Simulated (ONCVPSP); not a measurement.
**Configuration tests for Co (ONCV)**

| Quantity | Value |
| --- | --- |
| Element | Co (Z = 27) |
| Generator | ONCVPSP 4.0.1 |
| Type | optimised norm-conserving Vanderbilt (ONCV) |
| Functional | PBEsol |
| Relativity | scalar-relativistic |
| Frozen core | [Ar] |
| Valence charge | 9 |
| Reference configuration | 3d7.5 4s1.5 |
| Partial waves | 4s: rc 2.35 bohr, ncon 4, nbas 8, qcut 2.4 1/bohr, 2 projectors, debl 3.9 Ha; p scattering state at 0.16 Ha: rc 2.55 bohr, ncon 4, nbas 7, qcut 3.6 1/bohr, 2 projectors, debl 1.9 Ha; 3d: rc 1.70 bohr, ncon 4, nbas 9, qcut 8.7 1/bohr, 3 projectors, debl 1.7 Ha; f scattering state at 0.36 Ha: rc 1.80 bohr, ncon 5, nbas 10, qcut 5.5 1/bohr, 1 projector |
| Local potential | polynomial inside 1.30 bohr (lpopt 5, dvloc0 0 Ha) |
| Core correction | Teter function, fcfact 2.5, rcfact 1.1 |

In the p channel the program set the typed energies aside and used 0.050, 1.950 Ha.

Energies are relative to the spin-unpolarised reference configuration 3d7.5 4s1.5; without spin polarisation the order of configurations can differ from experiment.

| valence configuration | charge | ΔE all-electron (eV) | error AE − PS (meV) |
| --- | --- | --- | --- |
| 3d7 4s2 | 0 | 0.965 | +6.3 |
| 3d7 4s1 | +1 | 10.011 | +2.7 |
| 3d8 4s1 | 0 | -0.250 | +1.6 |

(1) What are ΔE and the potential's error for 3d7 4s0?

Note: no bound ghost flagged; GHOST(+) flagged for s at 69.5 eV.

Results:

(1) ΔE = 26.708 eV all-electron; the error (AE − PS) is +22 meV.
